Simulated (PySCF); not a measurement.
Computed IR spectrum (relative IR intensity) of a molecule C3H8F2Si. Coordinates come from a PBE-D3(BJ)/def2-SVP optimisation. One conformer was computed; it need not be the lowest. All values below come from PySCF with PBE-D3(BJ)/def2-SVP. Frequencies are harmonic and unscaled.

ν (cm⁻¹): 228 (vw), 245 (w), 301 (w), 322 (w), 718 (m), 772 (m), 804 (w), 814 (w), 864 (vs), 879 (m), 928 (vs), 989 (m), 1008 (w), 1068 (w), 1171 (vw), 1198 (w), 1312 (w), 1353 (w), 1368 (vw), 1424 (w), 1428 (vw), 2215 (s), 2963 (m), 2973 (m), 3014 (vw), 3023 (w), 3048 (m), 3063 (w) (against the strongest line: vs over 80 %, s over 45 %, m over 15 %, w over 4 %, vw less)

### Question
Pick the molecule that these values belong to.
A) C[C@H](F)[C@@H](F)[SiH3]
B) CCC[SiH](F)F
C) CC[C@@H](F)[SiH2]F
D) FC(F)CC[SiH3]

### Answer
B, CCC[SiH](F)F
